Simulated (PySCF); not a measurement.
Gas-phase XPS of `Br[B-](Br)(Br)Br`, computed

Compound: BBr4 (charge -1).
Atom-mapped SMILES: `[Br:1][B-:2]([Br:3])([Br:4])[Br:5]`

Geometry (PBE0-D3(BJ)/def2-SVP, Å), atoms numbered from 1 in this order:
```xyz
5
BBr4 angstrom
Br     1.7287   -0.4019   -1.0375
B      0.0175   -0.0211   -0.0180
Br    -1.3872   -1.3929   -0.5244
Br     0.3782   -0.1239    1.9748
Br    -0.6452    1.8351   -0.4914
```

The calculation used delta-SCF UKS SCAN, pcX-2 on the ionised atom, pcseg-1 elsewhere, spin-free X2C in PySCF 2.14.0. Vertical ΔSCF values, vacuum level as zero.

**Question.** Give the core binding energies atom by atom.

**Answer.** 
| atom(s) | environment | level | binding energy (eV) | count |
| --- | --- | --- | --- | --- |
| B2 | four-coordinate boron | B 1s | 193.88 | 1 |

**Question.** Give the binding energy of B 1s of B2 in hartree and in kJ/mol.

**Answer.** 193.88 eV = 7.1250 Eh = 18707 kJ/mol.

**Question.** What is the longest wavelength that can ionise B 1s of B2 vertically?

**Answer.** λ = hc/E = 12398.42 eV Å / 193.88 eV = 63.949 Å.

No level of bromine is listed. The species carries charge -1, so core ionisation leaves a neutral species. The basis sets have no added diffuse functions. Isolated species at its PBE0-D3(BJ)/def2-SVP geometry, gas phase. The geometry's basis has no diffuse functions, a weakness for an anion.

On one thread of an Arm Neoverse N1 (shared host), this took 9.1 s wall and 0.40 GiB of memory at its peak.
